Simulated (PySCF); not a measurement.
These are PySCF with TPSSh-D3(BJ)/def2-TZVP // BP86-D3(BJ)/def2-SVP values and carry that method's errors. All species are isolated molecules in the gas phase. One relaxed conformer stands for a flexible species; it need not be the lowest. 

Reference species: [Hf(OH)4] (neutral, multiplicity 1).

| Property | Result |
|---|---|
| coordination number | 4 |
| mean distance from the central atom to its bonded neighbours | 1.942 Å |
| HOMO | -7.46 eV |

Changed species: [Hf(F)4] (0 of 4 F replaced by OH; the reference has 4 of 4 F replaced by OH).

What does the change do to the coordination number, mean distance from the central atom to its bonded neighbours and HOMO?

the coordination number hardly moves; the mean distance from the central atom to its bonded neighbours decreases by 0.027 Å, to 1.915 Å; the HOMO falls by 3.55 eV, to -11.01 eV.
